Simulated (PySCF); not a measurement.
## Te⁻ (tellurium, charge -1) across methods

[Kr] 4d10 5s2 5p5, 2P determinant. Computed with PySCF 2.14 in x2c-TZVPPall with one added diffuse shell each of s, p, d, f type (9s7p5d3f, 76 functions), with scalar relativity by spin-free X2C-1e.

| method | E (hartree) | mean ε 5s β (eV) | mean ε 5p α (eV) | mean ε 5p β (eV) | Σ⟨r²⟩ (bohr²) | ⟨S²⟩ |
| --- | --- | --- | --- | --- | --- | --- |
| LC-wPBE | -6793.29 | -12.286 | -3.077 | -2.435 | 80.04 | 0.756 |
| PBE0 | -6793.42 | -9.211 | -0.727 | -0.113 | 81.71 | 0.755 |
| r2SCAN | -6793.78 | -8.032 | -0.036 | 0.588 | 81.79 | 0.758 |
| wB97M-V | -6793.31 | -11.779 | -2.679 | -2.069 | 82.18 | 0.753 |
| TPSSh | -6793.49 | -8.405 | -0.207 | 0.368 | 81.73 | 0.754 |
| UHF | -6790.89520 | -12.583 | -2.997 | -2.064 | 81.95 | 0.763 |
| PBE | -6793.33 | -7.821 | 0.207 | 0.744 | 82.99 | 0.754 |
| LDA | -6787.43 | -8.123 | 0.107 | 0.620 | 82.77 | 0.752 |
| HSE06 | -6793.34 | -8.845 | -0.336 | 0.253 | 81.99 | 0.754 |

The highest occupied level is positive at r2SCAN, TPSSh, PBE, LDA, HSE06: only the finite basis holds that electron, which in a density functional comes from self-interaction.
